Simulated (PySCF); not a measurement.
## Static response to an electric field

Species: C6H7F2N.
Geometry (GFN2-xTB, Å), atoms numbered from 1 in this order:
```xyz
16
C6H7F2N angstrom
N      2.6677   -0.1017   -1.0785
C      1.5249    0.0147   -0.5609
C      0.2908   -0.7366   -0.8178
C     -0.6925   -0.2924   -0.0344
C     -2.0942   -0.8125    0.0168
F     -2.9934    0.1959   -0.1267
F     -2.3547   -1.3715    1.2295
C     -0.2588    0.8245    0.8643
C      1.2169    1.0351    0.5061
H      2.7504   -0.8267   -1.7874
H      0.2245   -1.5302   -1.5426
H     -2.3089   -1.5685   -0.7543
H     -0.4012    0.5441    1.9104
H     -0.8661    1.7144    0.6842
H      1.4096    2.0356    0.1212
H      1.8774    0.8847    1.3589
```

Level: PBE0/def2-SVPD (PySCF), static field, nuclei fixed, core orbitals frozen in the response. The polarisability tensor in these axes (au):

```
x   100.55   1.37 -15.40
y     1.37  67.02   9.72
z   -15.40   9.72  70.76
```

Question: Give the principal values, the mean and the anisotropy Δα = √{½[(α1 − α2)² + (α2 − α3)² + (α1 − α3)²]}.

Answer: Principal values 55.99, 75.10 and 107.25 au; mean 79.44 au = 11.77 Å³ = 13.10 × 10⁻⁴⁰ C²·m²/J; Δα = 44.87 au (56 % of the mean).

Question: What is the dipole moment, and where does it point?

Answer: (-0.51, -0.80, -0.82) D, 1.25 D in size, pointing from the negative to the positive side. Measured along this direction, the outermost atoms are H16 at the negative end and H12 at the positive end.

Question: Find the Langevin capture rate constant for H3O+ (19.018 u) meeting this molecule (131.055 u), k = 2.342 × 10⁻⁹ cm³/s × √(α in Å³ / reduced mass in u).

Answer: The reduced mass is 16.61 u, so k = 1.97 × 10⁻⁹ cm³/s. The formula leaves out the permanent dipole, which adds to the capture rate.

Question: Traceless (Buckingham) quadrupole moment about the centre of nuclear charge: eigenvalues?

Answer: -18.23, 1.47, 16.76 D·Å. The values depend on the origin, since the dipole doesn't vanish. The electronic extent ⟨r²⟩ about the same centre is 1322 bohr², a root-mean-square distance of 2.33 Å for the 68 electrons.

Question: Estimate the molar refractivity from the static electronic polarisability.

Answer: Lorentz–Lorenz: R = (4π/3)N_A α = 2.5225 cm³/(mol·Å³) × 11.77 Å³ = 29.7 cm³/mol, in the limit of long wavelengths.

The structure is a single GFN2-xTB conformer in the gas phase; no vibrational or solvent corrections.

These values come from a run that also computed excited states. Hardware: an Arm Neoverse N1 with one thread (shared host). Cost: 94 s of wall time.
